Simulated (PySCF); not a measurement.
## Yb(NH2)3: from a saddle point downhill

PySCF 2.14.0, RKS PBE0, Yb lcecp-1-SVP with ECP59, N def2-SVP, H def2-SVP; non-relativistic Hamiltonian with scalar-relativistic core potentials where named; density fitting; no spin-orbit coupling. Relaxed within the symmetry of its start, the geometry (D3h) is

```xyz
10

Yb    0.0000    0.0000    0.0000
N     2.1556    0.0000    0.0000
H     2.7822    0.0000    0.8048
H     2.7822    0.0000   -0.8048
N    -1.0778    1.8668    0.0000
H    -1.3912    2.4095    0.8048
H    -1.3912    2.4095   -0.8048
N    -1.0777   -1.8668    0.0000
H    -1.3911   -2.4095    0.8048
H    -1.3911   -2.4095   -0.8048
```

and its lowest harmonic modes are -436, -436, -427, -56, 128, 128 cm⁻¹ (negative: unstable). It was moved along the lowest mode and relaxed again.

Problem. Where does it end, and how much lower?

Solution. In nearly D3h, 0.842 eV lower, after 45 steps:
```xyz
10

Yb    0.0052    0.0087   -0.0042
N     2.1244    0.0073    0.2217
H     2.7183   -0.8149    0.3333
H     2.7614    0.8036    0.2354
N    -1.0617    1.8404   -0.2294
H    -0.6852    2.7887   -0.2353
H    -2.0690    1.9521   -0.3472
N    -1.0579   -1.8379    0.0050
H    -0.6694   -2.7771    0.0947
H    -2.0662   -1.9709   -0.0739
```

Problem. How do the contacts change?

Solution. 
```json
{"contact": "Yb1–N2 (NH2)", "saddle (Å)": "2.156", "end (Å)": "2.131"}
{"contact": "Yb1–N5 (NH2)", "saddle (Å)": "2.156", "end (Å)": "2.132"}
{"contact": "Yb1–N8 (NH2)", "saddle (Å)": "2.156", "end (Å)": "2.131"}
```


No frequency check is given for the end, and other unstable modes may remain.

An lcecp potential fixes the number of 4f electrons, so in runs with it no electron can move into or out of that shell.

State: singlet in the valence, with the 4f electrons in the core potential.
